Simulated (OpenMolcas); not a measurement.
Ni2+: effect of the metal basis

Ni2+ with its 6 nearest fluoride ions at 2.005 Å, on the Li site of LiF (a = 4.028 Å, distance in the model lattice 2.014 Å). The rest of the host is ab initio model potentials to 7.6 Å and point charges beyond; the distance is set by hand and nothing relaxes, and no local charge compensation is placed.

* Program: OpenMolcas 26.06
* Method: SS-CASPT2, IPEA 0.25 Eh, imaginary shift 0.1 Eh (closed shells correlated: 3s 3p and the ligand valence shells)
* Spin-orbit coupling: state interaction with AMFI integrals over the reference wave functions

Fixed: ligand basis ANO-RCC-VDZP, active space 8 electrons in 5 orbitals (3d), DKH2 Hamiltonian.

States (labels of O, the rotations of Oh). Energies in cm-1 above the lowest state or level, χT in cm3 K/mol.

| Run | Metal basis | Ground state | First state of that spin | First gap with spin-orbit (degeneracies) | χT at 300 K | First state of another spin | Cost |
| --- | --- | --- | --- | --- | --- | --- | --- |
| A | ANO-RCC-VDZP | 3A2 | 3T2 10460 | 10110 (3, 2) | 1.291 | 1E 14260 | roughly 50 core-seconds |
| B | ANO-RCC-VTZP | 3A2 | 3T2 10120 | 9770 (3, 2) | 1.298 | 1E 14000 | roughly 70 core-seconds |

Against A, the first state of the same spin changes by -3.3 % in B.

Costs are those of the CASPT2 steps.

Roots that are degenerate in the reference are averaged as groups; the widest CASPT2 spread within a group is 63 cm-1 (the 3-fold group of multiplicity 1 near 23400 cm-1 above the lowest state of its run, B). Shifts and gaps below about the spread of the groups concerned are not significant. Over all roots computed the reference weight is 0.73 to 0.75 in A, 0.73 to 0.74 in B; a low but even weight reflects the number of correlated electrons. A single d shell leaves out the double-shell effect, which counts most for late 3d ions, where the CASPT2 field can be off either way by tens of per cent. Ligand-to-metal charge-transfer states are missing. These CASPT2 states fit no ligand-field parameters well, so their order and spin gaps are uncertain. For late 3d ions with one d shell CASPT2 can put B and the spin-flip bands somewhat low as well as high. With one d shell and no ligand orbital active, 10Dq can be off by tens of per cent for divalent 3d ions, low with halides held by bare charges and at times high in hosts, and the orbital part of g and χT goes as 1/10Dq. Free-ion shares, where given, are those of the reference states; single-state CASPT2 does not remix them. No measured value stands beside these numbers; the geometry was set by hand and not optimised.
